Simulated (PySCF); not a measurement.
PySCF input (TPSS/def2-TZVPD):

```python
from pyscf import gto, scf, dft

mol = gto.M(
    atom='''
    N    -1.05680351    0.25284490   -0.05704666
    C     0.37648253    0.45507724   -0.05035200
    O     1.00952981   -0.60916002    0.00889062
    H    -1.36052142   -0.66151563    0.30999442
    H    -1.57698767    1.03441814    0.32031923
    ''',
    basis='def2-tzvpd',
    charge=-1,
    spin=0,
    verbose=4,
)

mf = dft.RKS(mol, xc='tpss').density_fit(auxbasis='def2-universal-jkfit')
mf.grids.level = 3
mf.conv_tol = 1e-9
mf.max_cycle = 100
mf.max_memory = 1500
mf.kernel()
if not mf.converged:
    mf = mf.newton()
    mf.kernel(mf.make_rdm1())
mf.analyze()
```

End of the output:

```
Extra cycle  E= -169.355470934223  delta_E= 6.57e-12  |g|= 6.9e-06  |ddm|= 4.64e-05
converged SCF energy = -169.355470934223
**** SCF Summaries ****
Total Energy =                        -169.355470934223206
Nuclear Repulsion Energy =              62.830453954305518
One-electron Energy =                 -360.357531407182591
Two-electron Energy =                  128.171606518653874
Two-electron Coulomb Energy =          149.987977053810567
DFT Exchange-Correlation Energy =      -21.816370535156683
HOMO-LUMO gap [eV] =                     2.375135911636604
**** MO energy ****
MO #1   energy= -18.638388329352   occ= 2
MO #2   energy= -13.8962550326855  occ= 2
MO #3   energy= -9.81746242571552  occ= 2
MO #4   energy= -0.728661325085671 occ= 2
MO #5   energy= -0.596812935526955 occ= 2
MO #6   energy= -0.289273548228376 occ= 2
MO #7   energy= -0.2552312627869   occ= 2
MO #8   energy= -0.166333012679456 occ= 2
MO #9   energy= -0.122425333157491 occ= 2
MO #10  energy= -0.068915366591046 occ= 2
MO #11  energy= -0.0252545196559133 occ= 2
MO #12  energy= 0.0702525352269312 occ= 2
MO #13  energy= 0.157537170779523  occ= 0
MO #14  energy= 0.181791166917019  occ= 0
MO #15  energy= 0.196185912673193  occ= 0
MO #16  energy= 0.205151965581284  occ= 0
MO #17  energy= 0.213244570304929  occ= 0
MO #18  energy= 0.232703430660573  occ= 0
MO #19  energy= 0.242699294989021  occ= 0
MO #20  energy= 0.281907701017537  occ= 0
MO #21  energy= 0.290899209199407  occ= 0
MO #22  energy= 0.310360246056431  occ= 0
MO #23  energy= 0.327887738125283  occ= 0
MO #24  energy= 0.331041451967352  occ= 0
MO #25  energy= 0.381631431993888  occ= 0
MO #26  energy= 0.407583505166558  occ= 0
MO #27  energy= 0.425167328919246  occ= 0
MO #28  energy= 0.427794865844584  occ= 0
MO #29  energy= 0.439776462653168  occ= 0
MO #30  energy= 0.458428063030207  occ= 0
MO #31  energy= 0.475485717385212  occ= 0
MO #32  energy= 0.495482671108289  occ= 0
MO #33  energy= 0.506406275695091  occ= 0
MO #34  energy= 0.518123257436216  occ= 0
MO #35  energy= 0.544359738666365  occ= 0
MO #36  energy= 0.565391637838967  occ= 0
MO #37  energy= 0.570867364495649  occ= 0
MO #38  energy= 0.588615253364306  occ= 0
MO #39  energy= 0.605777420101897  occ= 0
MO #40  energy= 0.62245773216503   occ= 0
MO #41  energy= 0.643130418591813  occ= 0
MO #42  energy= 0.672130040651011  occ= 0
MO #43  energy= 0.687784153704691  occ= 0
MO #44  energy= 0.695690550456101  occ= 0
MO #45  energy= 0.725071665656696  occ= 0
MO #46  energy= 0.781516862844558  occ= 0
MO #47  energy= 0.794656320841001  occ= 0
MO #48  energy= 0.812313048432364  occ= 0
MO #49  energy= 0.825267130901776  occ= 0
MO #50  energy= 0.872236214844829  occ= 0
MO #51  energy= 0.913240821477206  occ= 0
MO #52  energy= 0.94517188336637   occ= 0
MO #53  energy= 0.988360416622633  occ= 0
MO #54  energy= 1.01390785102483   occ= 0
MO #55  energy= 1.04070678449365   occ= 0
MO #56  energy= 1.05640806836218   occ= 0
MO #57  energy= 1.15931445724341   occ= 0
MO #58  energy= 1.18310150149089   occ= 0
MO #59  energy= 1.22683444661441   occ= 0
MO #60  energy= 1.24806267497833   occ= 0
MO #61  energy= 1.26103752896399   occ= 0
MO #62  energy= 1.38867773851977   occ= 0
MO #63  energy= 1.45581086931961   occ= 0
MO #64  energy= 1.52133972415334   occ= 0
MO #65  energy= 1.57599130711965   occ= 0
MO #66  energy= 1.65785710083015   occ= 0
MO #67  energy= 1.68164287051936   occ= 0
MO #68  energy= 1.81726046093121   occ= 0
MO #69  energy= 1.83066238153121   occ= 0
MO #70  energy= 1.83775778106467   occ= 0
MO #71  energy= 1.93111736155046   occ= 0
MO #72  energy= 1.97072261228656   occ= 0
MO #73  energy= 2.00190008693938   occ= 0
MO #74  energy= 2.10651311448109   occ= 0
MO #75  energy= 2.15368553656168   occ= 0
MO #76  energy= 2.16525547803996   occ= 0
MO #77  energy= 2.22175943355517   occ= 0
MO #78  energy= 2.30029183991011   occ= 0
MO #79  energy= 2.34426838054774   occ= 0
MO #80  energy= 2.39266598342797   occ= 0
MO #81  energy= 2.48306975211957   occ= 0
MO #82  energy= 2.56115289575515   occ= 0
MO #83  energy= 2.64469889945086   occ= 0
MO #84  energy= 2.69514558971746   occ= 0
MO #85  energy= 2.90714690646257   occ= 0
MO #86  energy= 2.91094229305789   occ= 0
MO #87  energy= 2.96296140181955   occ= 0
MO #88  energy= 2.98731693608957   occ= 0
MO #89  energy= 3.04063861375404   occ= 0
MO #90  energy= 3.0633883840275    occ= 0
MO #91  energy= 3.23724985102691   occ= 0
MO #92  energy= 3.26209793729655   occ= 0
MO #93  energy= 3.29285664075315   occ= 0
MO #94  energy= 3.40869787630704   occ= 0
MO #95  energy= 3.41923641919489   occ= 0
MO #96  energy= 3.4556927437903    occ= 0
MO #97  energy= 3.49945573586127   occ= 0
MO #98  energy= 3.51591605562366   occ= 0
MO #99  energy= 3.61763138323605   occ= 0
MO #100 energy= 3.71381819128235   occ= 0
MO #101 energy= 3.82608718492194   occ= 0
MO #102 energy= 3.92878638561562   occ= 0
MO #103 energy= 3.98979244817853   occ= 0
MO #104 energy= 4.16413829916145   occ= 0
MO #105 energy= 4.5811433750924    occ= 0
MO #106 energy= 4.61022554033496   occ= 0
MO #107 energy= 4.75349724526399   occ= 0
[...]
```

It need not be the lowest isomer of its formula. Whether it binds its extra electron was not tested at this geometry.
